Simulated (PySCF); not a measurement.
Compound: C4H16OSi3.
Numbering: `[CH3:1][O:2][Si@H:3]([CH2:4][SiH3:5])[CH2:6][SiH2:7][CH3:8]` (hydrogens: H9, H10, H11 on C1; H12 on Si3; H13, H14 on C4; H15, H16, H17 on Si5; H18, H19 on C6; H20, H21 on Si7; H22, H23, H24 on C8)

A GFN2-xTB structure was refined with PBE0-D3(BJ)/def2-SVP geometry optimisation, gas phase (PySCF). Its GFN2-xTB values:

```
   coordinate  GFN2-xTB
        C1–H9   1.093 Å
       O2–Si3   1.631 Å
       Si3–C4   1.890 Å
       Si3–C6   1.903 Å
      Si3–H12   1.477 Å
       C4–Si5   1.896 Å
       C4–H13   1.088 Å
       C4–H14   1.088 Å
      Si5–H15   1.464 Å
       C6–Si7   1.900 Å
       C6–H18   1.091 Å
       C6–H19   1.091 Å
       Si7–C8   1.897 Å
      Si7–H20   1.469 Å
      Si7–H21   1.474 Å
       C8–H22   1.086 Å
    C1–O2–Si3    127.4°
    O2–Si3–C4    102.2°
    O2–Si3–C6    112.4°
   Si3–C4–Si5    115.3°
   Si3–C6–Si7    116.0°
    C4–Si3–C6    112.5°
    C6–Si7–C8    109.9°
 C1–O2–Si3–C4      175°
O2–Si3–C4–Si5      -59°
O2–Si3–C6–Si7      166°
```

How do these coordinates change at the PBE0-D3(BJ)/def2-SVP level?

| coordinate | PBE0-D3(BJ)/def2-SVP (Å or °) | change |
| --- | --- | --- |
| O2–Si3 | 1.671 | +0.040 |
| Si7–H20 | 1.499 | +0.030 |
| Si5–H15 | 1.492 | +0.028 |
| Si3–C6 | 1.875 | -0.028 |
| Si7–H21 | 1.498 | +0.024 |
| Si3–C4 | 1.866 | -0.024 |
| Si3–H12 | 1.501 | +0.024 |
| C6–Si7 | 1.883 | -0.017 |
| Si7–C8 | 1.881 | -0.016 |
| C4–H14 | 1.104 | +0.016 |
| C8–H22 | 1.101 | +0.015 |
| C4–H13 | 1.103 | +0.015 |
| C1–H9 | 1.107 | +0.014 |
| C6–H18 | 1.104 | +0.013 |
| C6–H19 | 1.104 | +0.013 |
| C4–Si5 | 1.884 | -0.012 |
| C1–O2–Si3 | 125.0 | -2.4 |
| O2–Si3–C4 | 104.7 | +2.5 |
| Si3–C4–Si5 | 113.7 | -1.6 |
| O2–Si3–C6 | 111.0 | -1.4 |
| C6–Si7–C8 | 111.3 | +1.4 |
| C4–Si3–C6 | 111.7 | -0.8 |
| Si3–C6–Si7 | 115.6 | -0.4 |
| O2–Si3–C4–Si5 | -51 | +8 |
| C1–O2–Si3–C4 | 179 | +4 |
| O2–Si3–C6–Si7 | 167 | +1 |

The energy falls by 3.4 kcal/mol over 15 energy and gradient evaluations, the largest force component goes from 0.0223 to 1.6e-04 Eh/bohr, and the atoms move by 0.172 Å rms after alignment. The bond that changes most is O2–Si3 (silyl ether oxygen to oxygen-bound silicon), which lengthens by 0.040 Å. Bonds longer at the end by more than 0.005 Å: 17 of 23; shorter: 5. Among the dihedrals that turn most is H13–C4–Si5–H17, from 177° to -169°. Rotational constants go from 1222, 751.5, 553.5 to 1249, 751.3, 555.6 MHz.

The run used 204 basis functions and 92 SCF cycles in all. Hardware: one thread, Arm Neoverse V1 (aarch64), no GPU, on a shared host. Cost: 6.2 min wall, 0.89 GiB resident at most.

Stationary, but not proved a minimum. The numbers are those of one conformer.
